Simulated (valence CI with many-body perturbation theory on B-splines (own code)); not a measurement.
Values are calculated unless marked as measured or tabulated.
# A CI+MBPT run for Tl31+

Level of theory: valence CI with perturbative core correlation (CI+MBPT): four valence electrons over a frozen Dirac-Fock core [Kr] 4d10, radial functions for each j: 8 s, 8 p, 9 d, 9 f, 6 g, 3 h, 2 i, with the one-electron correlation potential Σ1 (screened to all orders), the two-electron term Σ2, the three-electron term Σ3, Breit, model QED; selected single and double excitations, second order for the rest, scaled by the run's own slope (own B-spline code, finite nucleus).

Command, and the settings that its task file holds:

```sh
python run_cv.py task.json out
```

```
atom Tl  Z=81  mass_number=205  rms_radius_fm=5.4759
core [Kr] 4d10
valence 4f4
avg = 1
basis = L
breit = 1
cap = 40000
capref = 1200
cscale = 1
de = 0.0
dress = 0
eps = 2e-08
extrap = 1
h = 0.27
hh = 1
l2 = 3
lcore = 6
maxit = 60
n2 = 5
natural = 1
nlev = 60
nno = [5, 5, 6, 7, 5, 3, 2]
nroot = 26
nsp = [3, 3, 3, 2, 1, 0, 0]
pt2 = 1
qed = 1
rpa = 1
s1 = 1
s2 = 1
s3 = 1
screen = 1
tol = 2e-05
whole = 1
```

It took 4.9 min on 1 thread of Intel(R) Xeon(R) Processor @ 2.30GHz, with other jobs on the host.

Log. The first blocks belong to the next ion, which gives the ionisation energy. Fields: 2J, parity (1 odd), roots, reference size, generating configurations, candidates as configurations/state functions, variational space P, stored matrix elements, Davidson steps; e2 is the range of second-order energies in hartree. The first line gives the box (bohr), its intervals, the orbitals and the steps of their self-consistent field. Window is the range of levels sought, series limit the energy at which the first omitted orbital would enter, core excitation an estimate of the first excitation out of the core, left out the lowest levels not solved, and shifts from estimates the range by which levels moved from their first estimate, all in cm⁻¹.

```
rmax 4.7 intervals 58 orbitals 82 references ['4f4', '4f3 5s', '4f3 5p', '4f3 5d', '4f2 5s2'] scf 4 t 1.9
2J=9 par=1 roots 2 ref 39 generators 4 cand 3302/12188 P 1075/4000 nnz 5.1e+06 it 4
2J=9 par=1 roots 2 ref 39 generators 7 cand 5405/19770 P 1814/6693 nnz 1.2e+07 it 4
   second order: generators 10 cand 7624/27075 e2 -0.00004 -0.00001
2J=11 par=1 roots 2 ref 31 generators 3 cand 3086/10678 P 1044/4000 nnz 4.5e+06 it 5
2J=11 par=1 roots 2 ref 31 generators 6 cand 5000/16830 P 1943/7132 nnz 1.4e+07 it 5
   second order: generators 8 cand 5436/17973 e2 -0.00003 -0.00001
2J=3 par=1 roots 2 ref 33 generators 4 cand 3212/8727 P 1355/3771 nnz 4.1e+06 it 4
2J=3 par=1 roots 2 ref 33 generators 7 cand 4945/13236 P 2037/5632 nnz 8.3e+06 it 4
   second order: generators 10 cand 7185/18986 e2 -0.00002 -0.00001
reference levels 817, estimated 91, window 196216 1/cm; series limit 5715659, core excitation 1960954
2J=8 par=0 roots 12 ref 59 generators 5 cand 4932/64079 P 466/7990 nnz 1.6e+07 it 8
2J=8 par=0 roots 12 ref 59 generators 5 cand 4623/58626 P 1709/24242 nnz 1.3e+08 it 10
   second order: generators 5 cand 3380/42374 e2 -0.00098 -0.00026
2J=10 par=0 roots 10 ref 48 generators 4 cand 4906/61748 P 458/7997 nnz 1.6e+07 it 5
2J=10 par=0 roots 10 ref 48 generators 4 cand 4598/56299 P 1565/23836 nnz 1.3e+08 it 9
   second order: generators 4 cand 3491/40460 e2 -0.00078 -0.00024
2J=4 par=0 roots 10 ref 52 generators 5 cand 4882/48461 P 631/7998 nnz 1.5e+07 it 8
2J=4 par=0 roots 10 ref 52 generators 5 cand 4458/43011 P 2402/25174 nnz 1.3e+08 it 10
   second order: generators 5 cand 2687/25835 e2 -0.00042 -0.00010
2J=12 par=0 roots 9 ref 39 generators 4 cand 4851/55098 P 490/7993 nnz 1.6e+07 it 10
2J=12 par=0 roots 9 ref 39 generators 4 cand 4518/49638 P 1858/23910 nnz 1.3e+08 it 10
   second order: generators 4 cand 3150/33721 e2 -0.00058 -0.00025
2J=2 par=0 roots 5 ref 30 generators 3 cand 4756/30646 P 955/7998 nnz 1.6e+07 it 4
2J=2 par=0 roots 5 ref 30 generators 3 cand 4084/25171 P 3216/22269 nnz 1.1e+08 it 5
   second order: generators 3 cand 1823/10900 e2 -0.00004 -0.00002
2J=14 par=0 roots 7 ref 25 generators 3 cand 4641/44900 P 564/8000 nnz 1.7e+07 it 5
2J=14 par=0 roots 7 ref 25 generators 3 cand 4250/39406 P 2083/23484 nnz 1.3e+08 it 7
   second order: generators 3 cand 2731/23922 e2 -0.00025 -0.00017
2J=6 par=0 roots 9 ref 54 generators 3 cand 4896/59302 P 477/7993 nnz 1.7e+07 it 5
...
2J=0 par=0 roots 3 ref 14 generators 4 cand 2362/5365 P 3613/8773 nnz 1.5e+07 it 5
   second order: generators 5 cand 6194/20725 e2 -0.00002 -0.00002
2J=18 par=0 roots 2 ref 7 generators 2 cand 3603/23530 P 888/8000 nnz 1.7e+07 it 4
2J=18 par=0 roots 2 ref 7 generators 2 cand 3001/18033 P 2154/17772 nnz 7.8e+07 it 5
   second order: generators 2 cand 1735/8261 e2 -0.00003 -0.00002
2J=20 par=0 roots 2 ref 3 generators 2 cand 2805/14906 P 1321/7999 nnz 1.7e+07 it 5
2J=20 par=0 roots 2 ref 3 generators 2 cand 1887/9407 P 2287/13214 nnz 4.3e+07 it 5
   second order: generators 2 cand 921/4192 e2 -0.00002 -0.00001
left out: unestimated 283466, estimated 216609, shifts from estimates -21 to 99
operators 6.4
```

The Davidson iterations converged.

The last digits are not significant, and no measured levels were compared; by estimate large intervals hold to a few tenths of a per cent, small ones and those within an open d or f shell to about a per cent. Core correlation moves these levels by up to 4800 cm⁻¹, and in measured spectra 5 to 20 % of such shifts remained as error; rates that hang on mixing are uncertain with them. Only levels of the ground parity were solved; by the run's estimate the other parity begins above the list, which can be wrong where configurations are misplaced.

```
Valence energy                            : -182.97 hartree
Ionisation energy                         : 1154.2 eV (NIST: 1170 ± 60 eV (theoretical))
Reference configurations for the orbitals : 4f4, 4f3 5s, 4f3 5p, 4f3 5d, 4f2 5s2
Radial orbitals                           : 82
Box radius                                : 4.667 bohr
Largest variational space                 : 25174
Lowest levels                             : (4f5/2^4) J=4 0.0, (4f5/2^3 4f7/2) J=5 [a] 31597, (4f5/2^4) J=2 39680, (4f5/2^3 4f7/2) J=6 [a] 52826, (4f5/2^3 4f7/2) J=4 [a] 60768, (4f5/2^3 4f7/2) J=1 [a] 62275, (4f5/2^3 4f7/2) J=7 65079, (4f5/2^3 4f7/2) J=3 [a] 71755, (4f5/2^3 4f7/2) J=8 73473, (4f5/2^3 4f7/2) J=2 [a] 74666, (4f5/2^3 4f7/2) J=3 [b] 78322, (4f5/2^3 4f7/2) J=2 [b] 80072, (4f5/2^2 4f7/2^2) J=6 [a] 91777, (4f5/2^3 4f7/2) J=5 [b] 91947 cm⁻¹
```

Levels are named by their leading jj configuration (3d3/2^4 stands for four electrons in 3d with j = 3/2), which in mixed levels can hold well under half, so a name can repeat and another be missing. Letters in brackets count levels of one name in rising energy.
